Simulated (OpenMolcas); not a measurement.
# Ni3+, Pd3+, Pt3+: d⁷ down the group

| Quantity | Value |
| --- | --- |
| Program | OpenMolcas |
| Method | CASSCF |
| Basis | ANO-RCC-VQZP |
| Scalar Hamiltonian | DKH2, point nucleus |
| Spin-orbit coupling | state interaction with AMFI integrals over the reference wave functions, term energies averaged over their components |

Active space for each ion: 7 electrons in 5 orbitals (d).

Computed levels in cm-1 above ⁴F_9/2:

```
                               Level   Ni3+   Pd3+   Pt3+
                              ⁴F_7/2   1154   2718   9523
                              ⁴F_5/2   1999   4458  12066
                              ⁴P_5/2  22197  16784  19956
                              ²G_9/2  22296  17456  20494
                              ⁴P_1/2  23117  18608  23980
                              ²G_7/2  23405  20174  28076
                             ²H_11/2  29597  23169  27294
                              ²P_1/2  30575  25728  37264
                              ²H_9/2  30587  25903  37545
weight of ⁴F in the lowest level (%)    100     98     86
```

Mixed levels, with the weight of the term that names them: Pt3+ ⁴F_5/2 (72 %), Pt3+ ²G_9/2 (61 %), Pt3+ ⁴P_1/2 (68 %), Pt3+ ²P_1/2 (68 %), Pt3+ ²H_9/2 (73 %).

Measured, with the error of the calculation in %. Measured levels: Ni3+ from Corliss and Sugar, J. Phys. Chem. Ref. Data 10, 197 (1981).

```
  Level           Ni3+
 ⁴F_7/2    1190 (-3.0)
 ⁴F_5/2    2042 (-2.2)
 ⁴P_5/2  18119 (+22.5)
 ²G_9/2  19830 (+12.4)
 ⁴P_1/2  18958 (+21.9)
 ²G_7/2  20948 (+11.7)
²H_11/2  26649 (+11.1)
 ²P_1/2  24651 (+24.0)
 ²H_9/2  27678 (+10.5)
```

The fine-structure level ⁴F_5/2 changes by a factor of 6.04 from Ni3+ to Pt3+.

Without spin-orbit coupling ⁴P lies 21442, 15053, 13613 cm-1 above ⁴F in that order; the difference to the level ⁴P_5/2, of either sign, comes from spin-orbit coupling, which also lowers the zero.

Without dynamic correlation excited terms often stand tens of per cent too high (terms of higher spin than the ground term too low), and those without a measured partner can miss by more than the paired ones. Computed and measured levels are paired by configuration, term and J; levels that our copy of the source lacks, or whose pairing is in doubt (as where it misses far off the trend of its configuration), stay unpaired and out of the deviations. Only configurations of the active space appear.
